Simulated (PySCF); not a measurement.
C₃H₄N₂S₂.
SMILES with atom numbers: `[CH3:1][S:2][c:3]1[n:4][cH:5][n:6][s:7]1`

Definitions: NICS(0) = −σiso at the ring centroid; NICS(1) = −σiso and NICS(1)zz = −σzz at ±1 Å along the ring normal z. Level: GIAO PBE0/pcSseg-1 (PySCF, non-relativistic, gas phase) on the GFN2-xTB geometry, one conformer.

Ring bond lengths (Å), with Mayer bond orders in brackets: C3–N4 1.300 (1.54), N4–C5 1.343 (1.31), C5–N6 1.300 (1.62), N6–S7 1.635 (1.15), S7–C3 1.756 (1.11).

Q: What do the NICS probes read (ppm)?

A: 
| ring | type | NICS(0) | NICS(1), two faces | NICS(1)zz, two faces | rms pucker (Å) | centre to ring atoms, mean (Å) |
| --- | --- | --- | --- | --- | --- | --- |
| C3–N4–C5–N6–S7 | 5-membered ring with 2 N and S; formal bonds all aromatic | -12.2 | -11.2 / -11.2 | -27.2 / -27.2 | 0.00 | 1.24 |

Q: What can be read from them?

A: 
- C3–N4–C5–N6–S7: mean NICS(1)zz -27.2 ppm, shielded. For a flat ring without four-coordinate atoms the NICS criterion counts such a value as aromatic.

Q: At the second NICS(1) probe listed for ring C3–N4–C5–N6–S7, 1 Å off the ring, how large is the induced field along the normal in 9.4 T applied along it?

A: NICSzz × B0 = -27.2 ppm × 9.4 T = -256 μT, against the applied field.

Conformer computed: `[CH3:1][S:2][c:3]1[n:4][cH:5][n:6][s:7]1`: C1–S2–C3–N4 0°.
